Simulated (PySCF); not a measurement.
## Worked example: chemical shift, span and skew from a shielding tensor

H4MgOSi, SMILES [MgH][O][SiH3]. Atoms are numbered in the order given.

```xyz
7

Mg     0.0000     0.0000     1.9041
H      0.0000     0.0000     3.5861
O      0.0000     0.0000     0.1065
Si     0.0000     0.0000    -1.5095
H     -1.2003    -0.6930    -2.0514
H      1.2003    -0.6930    -2.0514
H      0.0000     1.3860    -2.0514
```

Coordinates come from a B3LYP-D3(BJ)/def2-TZVP optimisation.

GIAO shieldings from PBE0/pcSseg-2 run with PySCF, non-relativistic, no solvent. The symmetric part of the tensor of Si4 has the principal values 340.6, 340.6, 488.8 ppm. The same nucleus in TMS has σ = 341.9 ppm at this level (PySCF, at its B3LYP-D3(BJ)/def2-TZVP geometry).

Q: Work out the isotropic shielding, the ²⁹Si shift against TMS, the span and the skew.

A: 
σ(iso) = (σ11 + σ22 + σ33)/3 = 390.0 ppm. δ = σ(ref) − σ(iso) = 341.9 − (390.0) = -48.1 ppm.
Span Ω = σ33 − σ11 = 148.2 ppm. Skew κ = 3(σ(iso) − σ22)/Ω = 1.00, an axial tensor. Tumbling in solution averages the tensor to δ; in a static solid the shielding alone would spread this spin-1/2 line over Ω.
